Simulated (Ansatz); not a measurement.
Si2Se4. Total charge 0; singlet. Geometry PBE0-D4/def2-SVP.

Cartesian coordinates in Å:
```
Si -0.7095 0.5827 0.0972
Si 1.9542 -0.6740 -0.6080
Se 0.5927 -0.9897 1.4792
Se -0.3154 -1.7501 -0.5974
Se 1.0465 1.4863 -1.0019
Se -2.5685 1.3449 0.6309
```

Another isomer (singlet) lies 1.07 eV lower at PBE0-D4/def2-TZVP; other spin states weren't run for this one.

Q: Estimate the orbital energies around the gap (eV) in Ansatz with LDA (SPW92)/def2-TZVP, PBE-D4/def2-TZVP, r2SCAN-D4/def2-TZVP, PBE0-D4/def2-TZVP, ωB97X-V/def2-TZVP.

A: 
```json
{"orbital": "HOMO−9", "LDA (SPW92)/def2-TZVP": "-10.01", "PBE-D4/def2-TZVP": "-9.83", "r2SCAN-D4/def2-TZVP": "-10.25", "PBE0-D4/def2-TZVP": "-10.96", "ωB97X-V/def2-TZVP": "-13.18"}
{"orbital": "HOMO−8", "LDA (SPW92)/def2-TZVP": "-9.62", "PBE-D4/def2-TZVP": "-9.45", "r2SCAN-D4/def2-TZVP": "-9.88", "PBE0-D4/def2-TZVP": "-10.73", "ωB97X-V/def2-TZVP": "-13.05"}
{"orbital": "HOMO−7", "LDA (SPW92)/def2-TZVP": "-8.74", "PBE-D4/def2-TZVP": "-8.56", "r2SCAN-D4/def2-TZVP": "-8.90", "PBE0-D4/def2-TZVP": "-9.73", "ωB97X-V/def2-TZVP": "-11.97"}
{"orbital": "HOMO−6", "LDA (SPW92)/def2-TZVP": "-8.46", "PBE-D4/def2-TZVP": "-8.29", "r2SCAN-D4/def2-TZVP": "-8.66", "PBE0-D4/def2-TZVP": "-9.54", "ωB97X-V/def2-TZVP": "-11.96"}
{"orbital": "HOMO−5", "LDA (SPW92)/def2-TZVP": "-7.92", "PBE-D4/def2-TZVP": "-7.74", "r2SCAN-D4/def2-TZVP": "-8.10", "PBE0-D4/def2-TZVP": "-8.87", "ωB97X-V/def2-TZVP": "-11.11"}
{"orbital": "HOMO−4", "LDA (SPW92)/def2-TZVP": "-7.87", "PBE-D4/def2-TZVP": "-7.70", "r2SCAN-D4/def2-TZVP": "-8.05", "PBE0-D4/def2-TZVP": "-8.84", "ωB97X-V/def2-TZVP": "-11.03"}
{"orbital": "HOMO−3", "LDA (SPW92)/def2-TZVP": "-6.62", "PBE-D4/def2-TZVP": "-6.46", "r2SCAN-D4/def2-TZVP": "-6.70", "PBE0-D4/def2-TZVP": "-7.44", "ωB97X-V/def2-TZVP": "-9.50"}
{"orbital": "HOMO−2", "LDA (SPW92)/def2-TZVP": "-6.24", "PBE-D4/def2-TZVP": "-6.07", "r2SCAN-D4/def2-TZVP": "-6.37", "PBE0-D4/def2-TZVP": "-7.16", "ωB97X-V/def2-TZVP": "-9.34"}
{"orbital": "HOMO−1", "LDA (SPW92)/def2-TZVP": "-5.96", "PBE-D4/def2-TZVP": "-5.78", "r2SCAN-D4/def2-TZVP": "-6.03", "PBE0-D4/def2-TZVP": "-6.78", "ωB97X-V/def2-TZVP": "-8.91"}
{"orbital": "HOMO", "LDA (SPW92)/def2-TZVP": "-5.92", "PBE-D4/def2-TZVP": "-5.75", "r2SCAN-D4/def2-TZVP": "-6.01", "PBE0-D4/def2-TZVP": "-6.74", "ωB97X-V/def2-TZVP": "-8.84"}
{"orbital": "LUMO", "LDA (SPW92)/def2-TZVP": "-4.24", "PBE-D4/def2-TZVP": "-4.01", "r2SCAN-D4/def2-TZVP": "-4.01", "PBE0-D4/def2-TZVP": "-3.23", "ωB97X-V/def2-TZVP": "-1.21"}
{"orbital": "LUMO+1", "LDA (SPW92)/def2-TZVP": "-3.35", "PBE-D4/def2-TZVP": "-3.11", "r2SCAN-D4/def2-TZVP": "-2.99", "PBE0-D4/def2-TZVP": "-2.41", "ωB97X-V/def2-TZVP": "-0.46"}
{"orbital": "LUMO+2", "LDA (SPW92)/def2-TZVP": "-2.94", "PBE-D4/def2-TZVP": "-2.74", "r2SCAN-D4/def2-TZVP": "-2.68", "PBE0-D4/def2-TZVP": "-2.06", "ωB97X-V/def2-TZVP": "-0.15"}
{"orbital": "LUMO+3", "LDA (SPW92)/def2-TZVP": "-2.40", "PBE-D4/def2-TZVP": "-2.17", "r2SCAN-D4/def2-TZVP": "-2.01", "PBE0-D4/def2-TZVP": "-1.46", "ωB97X-V/def2-TZVP": "0.44"}
{"orbital": "LUMO+4", "LDA (SPW92)/def2-TZVP": "-1.74", "PBE-D4/def2-TZVP": "-1.51", "r2SCAN-D4/def2-TZVP": "-1.34", "PBE0-D4/def2-TZVP": "-0.77", "ωB97X-V/def2-TZVP": "1.17"}
{"orbital": "LUMO+5", "LDA (SPW92)/def2-TZVP": "-1.37", "PBE-D4/def2-TZVP": "-1.12", "r2SCAN-D4/def2-TZVP": "-0.83", "PBE0-D4/def2-TZVP": "-0.34", "ωB97X-V/def2-TZVP": "1.58"}
```
